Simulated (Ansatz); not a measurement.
Geometry optimisation, RKS B3LYP-D4/def2-SVP in Ansatz.

The input (input.yaml):

```yaml
crystal:
  periodic: [false, false, false]
  atoms:
    - { symbol: C, position_ang: [-1.2914, 0.3481, 1.6617] }
    - { symbol: O, position_ang: [-0.8692, -0.7828, 1.0059] }
    - { symbol: Si, position_ang: [0.682, -0.8169, 0.4624] }
    - { symbol: C, position_ang: [1.0193, -1.0344, -1.2575] }
    - { symbol: Si, position_ang: [0.5197, 0.5075, -1.9758] }
    - { symbol: H, position_ang: [-1.2959, 1.2776, 0.9825] }
    - { symbol: H, position_ang: [-0.7537, 0.5957, 2.5747] }
    - { symbol: H, position_ang: [-2.3491, 0.2481, 1.9148] }
    - { symbol: H, position_ang: [1.5329, 0.2394, 1.1923] }
    - { symbol: H, position_ang: [0.346, -1.8653, -1.6272] }
    - { symbol: H, position_ang: [1.9512, -1.3554, -1.4866] }
    - { symbol: H, position_ang: [1.472, 1.6304, -1.619] }
    - { symbol: H, position_ang: [-0.9433, 0.9733, -1.8133] }
basis:
  gaussian: { orbitals: def2-SVP }
hamiltonian:
  xc: b3lyp
  dispersion: d4
relax:
  f_tol: 0.02
  max_steps: 40
output:
  orbitals: {}
```

Command:

```bash
$ ansatz run input.yaml --threads 2 --pin off --max-ram 3072MiB --backend cpu --events-out ev --progress --plain --runs-dir out
```

Where does it end, and by what steps?

The forces met the threshold. After 18 steps the energy has fallen by 1.615 eV; H13 moved furthest, 1.42 Å. Joined: Si3–H13 (3.32 → 1.62 Å).

| step | energy less start (eV) | largest force component (eV/Å) | accepted |
| --- | --- | --- | --- |
| 0 | 0.0000 | 3.671 | yes |
| 1 | -0.7166 | 1.555 | yes |
| 2 | -0.8931 | 0.409 | yes |
| 3 | -0.9183 | 0.279 | yes |
| 4 | -0.9717 | 0.372 | yes |
| 5 | -1.0572 | 0.569 | yes |
| 6 | -1.2266 | 0.980 | yes |
| 7 | -1.4271 | 0.522 | yes |
| 8 | -1.5186 | 0.595 | yes |
| 9 | -1.5785 | 0.508 | yes |
| 10 | -1.5942 | 0.321 | yes |
| 11 | -1.6059 | 0.211 | yes |
| 12 | -1.6064 | 0.257 | yes |
| 13 | -1.6113 | 0.067 | yes |
| 14 | -1.6136 | 0.104 | yes |
| 15 | -1.6139 | 0.062 | yes |
| 16 | -1.6147 | 0.048 | yes |
| 17 | -1.6146 | 0.026 | no |
| 18 | -1.6149 | 0.004 | yes |

```xyz
13
Properties=species:S:1:pos:R:3
C -1.591 0.304 1.746
O -0.837 -0.532 0.891
Si 0.534 -0.104 0.071
C 0.948 -1.131 -1.376
Si 0.614 0.535 -2.419
H -2.081 1.120 1.184
H -0.967 0.753 2.540
H -2.373 -0.304 2.225
H 1.597 0.424 0.960
H 0.216 -1.923 -1.590
H 1.976 -1.513 -1.422
H 1.943 1.172 -1.984
H 0.042 1.164 -0.812
```

Whether the end is a true minimum wasn't checked by a vibrational analysis.

The run took 110 s on 2 threads of Arm Neoverse N1 (shared host), peak memory 0.28 GiB.
